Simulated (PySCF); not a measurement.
SMILES BCC(C)C (C4H11B), GFN2-xTB optimised geometry.

```
16

B     -0.43    -1.86     1.25
C     -0.67    -0.31     1.21
C     -0.15     0.46     0.00
C      1.38     0.46     0.00
C     -0.67     1.90     0.00
H     -0.12    -2.45     0.28
H     -0.60    -2.44     2.24
H     -1.77    -0.20     1.25
H     -0.31     0.18     2.12
H     -0.49    -0.03    -0.91
H      1.76    -0.56     0.00
H      1.77     0.98    -0.88
H      1.76     0.97     0.89
H     -1.76     1.91    -0.04
H     -0.36     2.42     0.90
H     -0.29     2.45    -0.86
```

Density from CAM-B3LYP/def2-TZVP (PySCF) at that geometry.

Minimum of the electron density along straight lines between bonded atoms, close to the bond critical point (lines longer than 1.1 times the sum of covalent radii, or with two minima, are not listed):

```csv
bond,length / Å,ρ at the minimum / e bohr⁻³,∇²ρ there / e bohr⁻⁵,position (fraction from the first atom)
B1–C2,1.567,0.193,-0.36,0.33
C2–C3,1.534,0.245,-0.60,0.50
C3–C4,1.527,0.249,-0.63,0.50
C3–C5,1.528,0.249,-0.63,0.50
B1–H6,1.170,0.194,-0.38,0.44
B1–H7,1.170,0.194,-0.39,0.44
C2–H8,1.098,0.266,-0.87,0.63
C2–H9,1.094,0.272,-0.91,0.64
C3–H10,1.095,0.280,-0.97,0.64
C4–H11,1.088,0.280,-0.97,0.64
C4–H12,1.088,0.280,-0.97,0.64
C4–H13,1.089,0.279,-0.96,0.64
C5–H14,1.088,0.279,-0.96,0.64
C5–H15,1.089,0.279,-0.96,0.64
C5–H16,1.088,0.280,-0.96,0.64
```
